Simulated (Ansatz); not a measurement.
A nudged elastic band was laid between two geometries of C4H10OSi (16 atoms, charge 0, multiplicity 1).

All numbers below come from RKS revPBE/def2-SVP in Ansatz 0.2.0.

```json
{"movable images": "2", "climbing image": "yes", "spring": "5.0 eV/Å²", "optimiser": "quadratic models (default)", "start path": "through a guess of the saddle point", "force threshold": "0.03 eV/Å", "iteration limit": "60", "end points": "relaxed"}
```

Image 0:

```xyz
16
Properties=species:S:1:pos:R:3
C -1.283 -2.303 -0.595
C -0.553 -1.532 -1.432
O 0.259 -0.484 -1.119
Si 0.536 0.268 0.402
C 1.988 1.429 0.093
C -1.013 1.195 0.967
H -1.885 -3.123 -1.012
H -1.297 -2.163 0.497
H -0.560 -1.717 -2.522
H 0.909 -0.790 1.411
H 2.875 0.867 -0.265
H 2.271 1.957 1.028
H 1.732 2.192 -0.670
H -1.877 0.512 1.094
H -1.297 1.973 0.227
H -0.830 1.697 1.940
```

Image 3:

```xyz
16
Properties=species:S:1:pos:R:3
C -1.221 -2.416 -1.688
C -0.664 -1.804 -0.622
O 0.011 -0.620 -0.707
Si 0.516 0.362 0.606
C 1.929 1.412 -0.064
C -0.932 1.411 1.221
H -1.731 -3.380 -1.557
H -1.169 -1.972 -2.693
H -0.717 -2.259 0.389
H 0.989 -0.553 1.712
H 2.758 0.774 -0.431
H 2.332 2.079 0.728
H 1.585 2.048 -0.905
H -1.769 0.772 1.573
H -1.320 2.066 0.413
H -0.619 2.057 2.068
```

(1) Which bonds break or form, and what moves?

(2) Give the energies along the band, and the barrier.

(3) What is the geometry of the highest image?

Answers

(1) No bond is made or broken. The dihedral C1–C2–O3–Si4 goes from -5 to 169°.

(2) It converged. The highest image is number 1 of 0 to 3, 0.085 eV above the first end and 0.079 eV above the last; the last end lies 0.006 eV above the first. Another band between the same ends (9 images) ends at a top of the same energy, where a vibrational analysis finds 1 clearly imaginary mode. So few images can step over the top or miss a turn of the path.

```csv
image,path coordinate (Å),energy (eV),dihedral C1–C2–O3–Si4 (°)
0,0.00,0.000,-5
1,2.98,0.085,73
2,4.69,0.043,127
3,6.39,0.006,169
```

(3) 
```xyz
16
Properties=species:S:1:pos:R:3
C -1.676 -1.960 -1.033
C -0.340 -1.802 -1.135
O 0.346 -0.628 -0.985
Si 0.676 0.246 0.451
C 1.899 1.581 -0.073
C -0.894 0.980 1.211
H -2.118 -2.951 -1.216
H -2.351 -1.126 -0.790
H 0.314 -2.654 -1.411
H 1.308 -0.706 1.439
H 2.807 1.133 -0.525
H 2.214 2.188 0.802
H 1.445 2.265 -0.819
H -1.609 0.187 1.507
H -1.405 1.662 0.500
H -0.639 1.562 2.122
```

The run took 2.1 min on 2 threads of Arm Neoverse V1, on a shared host, peak memory 0.19 GiB.
